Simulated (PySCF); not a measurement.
Species: chloropyrazine, C4H3ClN2.
Geometry (PBE0-D3(BJ)/def2-TZVP, Å), atoms numbered from 1 in this order:
```
atom  x, y, z in Å
Cl1    2.4829   -1.6274   -0.1932
C2     1.0306   -0.7057   -0.0685
C3     0.9879    0.5723   -0.6254
N4    -0.1079    1.3049   -0.5465
C5    -1.1503    0.7680    0.0806
C6    -1.0910   -0.5031    0.6265
N7     0.0095   -1.2458    0.5512
H8     1.8513    0.9887   -1.1330
H9    -2.0524    1.3668    0.1488
H10   -1.9436   -0.9394    1.1370
```

The closed-shell ground state was solved at several levels (PySCF, density fitting, gas phase, non-relativistic). Isolated species at its PBE0-D3(BJ)/def2-TZVP geometry, gas phase.

```json
{"level": "wB97X-D/pcSseg-2", "basis functions": "301", "total energy (Eh)": "-723.9357", "HOMO (eV)": "-9.67", "LUMO (eV)": "-0.11", "gap (eV)": "9.56", "dipole (D)": "1.51"}
{"level": "B97-2/pcSseg-2", "basis functions": "301", "total energy (Eh)": "-723.9732", "HOMO (eV)": "-7.53", "LUMO (eV)": "-1.94", "gap (eV)": "5.59", "dipole (D)": "1.46"}
{"level": "KT3/pcSseg-2", "basis functions": "301", "total energy (Eh)": "-731.2893", "HOMO (eV)": "-6.47", "LUMO (eV)": "-2.75", "gap (eV)": "3.72", "dipole (D)": "1.39"}
```

Task: What might PBE0/pcSseg-2 (301 basis functions) give for the same quantities?

Result: Total energy -723.5796 Eh, HOMO -7.80 eV, LUMO -1.89 eV, gap 5.91 eV, dipole 1.46 D.

Task: Over all these levels, which gives the widest orbital gap and which the narrowest?

Result: wB97X-D/pcSseg-2 (range-separated hybrid) has the widest, 9.56 eV, and KT3/pcSseg-2 (GGA) the narrowest, 3.72 eV. From the narrowest to the widest the HOMO moves by -3.20 eV and the LUMO by +2.64 eV.

Task: In the pcSseg-2 basis, how does the gap go with the fixed share of exact exchange?

Result: KT3 (0 %) 3.72 eV; B97-2 (21 %) 5.59 eV; PBE0 (25 %) 5.91 eV. Each rise in the share widens the gap here.

Task: How far do the dipole and the HOMO energy spread over the levels?

Result: The dipole runs from 1.39 to 1.51 D (mean 1.46 D) and the HOMO from -9.67 to -6.47 eV.

The pairwise dispersion term of wB97X-D wasn't added to the energies; at a given geometry it leaves orbitals and properties as they are.
